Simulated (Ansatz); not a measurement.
Reactions of `O[Si](Br)(Br)Br`.

Gas-phase electronic energies from Ansatz, PBE0-D4/def2-TZVP geometries. CCSD(T)/CBS adds triple-zeta CCSD(T) − MP2 to the extrapolated MP2 energy (def2 sets, frozen cores). This one scheme is used for every species. Functionals use def2-TZVPP. For Br outer-core shells are correlated without core-valence functions, which leaves a few kJ/mol of doubt a bond. Scalar relativity is left out up to krypton. Each species was taken in one conformer, which may not be the lowest.

```json
{"reaction": "`O[Si](Br)(Br)Br` + HBr → `Br[Si](Br)(Br)Br` + H₂O", "CCSD(T)/CBS(def2) (kJ/mol)": "15"}
{"reaction": "`O[Si](Br)(Br)Br` + H₂O → `O[Si](O)(Br)Br` + HBr", "CCSD(T)/CBS(def2) (kJ/mol)": "-18"}
{"reaction": "`O[Si](Br)(Br)Br` + HCl → `O[Si](Cl)(Br)Br` + HBr", "CCSD(T)/CBS(def2) (kJ/mol)": "-4"}
{"reaction": "`O[Si](Br)(Br)Br` + H–F → `O[Si](F)(Br)Br` + HBr", "CCSD(T)/CBS(def2) (kJ/mol)": "?"}
```

Question: Fill in the missing values. (Best estimate.)

Answer: The calculation gave: `O[Si](Br)(Br)Br` + H–F → `O[Si](F)(Br)Br` + HBr: -51.0 kJ/mol.

Largest T1 diagnostic: 0.009, for `O[Si](F)(Br)Br`.
